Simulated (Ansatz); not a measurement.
The cluster Cu₁₂S, 13 atoms. Hardware: 2 threads of AMD EPYC 7R13 on a shared host and a share (18 GiB) of an NVIDIA H100 80GB HBM3.

Correlated methods freeze 113 core orbitals. Single mean-field runs in def2-TZVP are fitted with def2-universal-jkfit.

How many basis functions does each of these Ansatz runs have, and roughly what does it cost? PBE0-D4/def2-TZVP, charge 0 singlet, energy, from earlier orbitals; PBE-D4/def2-SVP, charge 0 singlet, energy, from earlier orbitals; r2SCAN-D4/def2-TZVP, charge 0 singlet, energy, from earlier orbitals; PBE0-D4/def2-SVP, charge 0 singlet, energy, from earlier orbitals; MP2/def2-SVP, charge 0 singlet, energy, from earlier orbitals; B3LYP-D4/def2-TZVP, charge 0 singlet, energy, from earlier orbitals; PBE-D4/def2-TZVP, charge 0 singlet, energy and forces, from earlier orbitals; r2SCAN-D4/def2-SVP, charge 0 singlet, relaxation, 30 steps; RPA@PBE/def2-SVP, charge 0 singlet, energy, from earlier orbitals.

Other jobs shared the machine, so times can vary by a factor of up to 3.

```tsv
run	functions	fitting or Cholesky vectors	wall time	peak host memory (GiB)
r2SCAN-D4/def2-TZVP, charge 0 singlet, energy, from earlier orbitals	577	3296	5.5 s	1.1
PBE-D4/def2-SVP, charge 0 singlet, energy, from earlier orbitals	390	4813	7.5 s	1.1
PBE0-D4/def2-SVP, charge 0 singlet, energy, from earlier orbitals	390	4310	8 s	1.1
MP2/def2-SVP, charge 0 singlet, energy, from earlier orbitals	390	4310	8 s	1.1
B3LYP-D4/def2-TZVP, charge 0 singlet, energy, from earlier orbitals	577	3296	9 s	1.1
PBE-D4/def2-TZVP, charge 0 singlet, energy and forces, from earlier orbitals	577	3296	9.5 s	1.1
RPA@PBE/def2-SVP, charge 0 singlet, energy, from earlier orbitals	390	4310	11 s	2.3
PBE0-D4/def2-TZVP, charge 0 singlet, energy, from earlier orbitals	577	3296	13 s	1.1
r2SCAN-D4/def2-SVP, charge 0 singlet, relaxation, 30 steps	390	4813	2.3 min	1.2
```
